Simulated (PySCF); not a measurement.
# Match the barriers

Saddle point of SiH$_{3}$Cl$_{3}$, singlet (SiHCl₃ ([Cl][SiH]([Cl])[Cl]) + H₂ → SiH₂Cl₂ ([Cl][SiH2][Cl]) + HCl; bonds formed: Si1–H7, Cl2–H6; bonds broken: Si1–Cl2, H6–H7), PBE0-D4/def2-TZVP structure:

```json
{"atom": "Si1", "x (Å)": "-0.4256", "y (Å)": "0.0859", "z (Å)": "-0.1847"}
{"atom": "Cl2", "x (Å)": "1.2913", "y (Å)": "-1.3085", "z (Å)": "0.9184"}
{"atom": "Cl3", "x (Å)": "-0.5492", "y (Å)": "-1.2556", "z (Å)": "-1.7023"}
{"atom": "Cl4", "x (Å)": "-1.6246", "y (Å)": "-0.0743", "z (Å)": "1.4431"}
{"atom": "H5", "x (Å)": "-0.9627", "y (Å)": "1.3026", "z (Å)": "-0.8330"}
{"atom": "H6", "x (Å)": "1.3094", "y (Å)": "0.2330", "z (Å)": "0.3795"}
{"atom": "H7", "x (Å)": "0.9614", "y (Å)": "1.0168", "z (Å)": "-0.0210"}
```

Program: PySCF 2.14 with density fitting (its default auxiliary sets; JK sets also for MP2 and CCSD(T)). Basis: def2-TZVPP, with def2-QZVPP for the basis limit. Cores are frozen in the correlated methods. B3LYP uses VWN-RPA correlation. Extrapolation: Hartree–Fock as exp(−7.88 √X), correlation as X^−2.97. Four methods, as single points on the PBE0-D4 structures, gave these electronic barriers from the start structure: 1.881, 2.575, 2.796, 3.339 eV.

(1) The methods were, in alphabetical order, B3LYP-D4, BHLYP-D4, HF, SPW92. Which gave which? (A judgement: the text doesn't fix the answer.)

The T1 diagnostic stays at or below 0.011.

## Answers

(1) The calculation gives: SPW92 1.881; B3LYP-D4 2.575; BHLYP-D4 2.796; HF 3.339 eV. For comparison, CCSD(T) at an estimated basis limit (MP2 extrapolated from triple and quadruple zeta, plus CCSD(T) − MP2 in triple zeta) gives 2.664 eV.

Labels in which every atom is bracketed show which atoms are joined, not bond orders.

For scale, one of the runs: CCSD(T)/def2-TZVPP, 210 basis functions, launched by `OMP_NUM_THREADS=4 python run.py`. Time: 7.8 min of wall clock on 4 CPU threads of an Arm Neoverse V2; the host was shared. Peak host memory: 2.9 GiB.
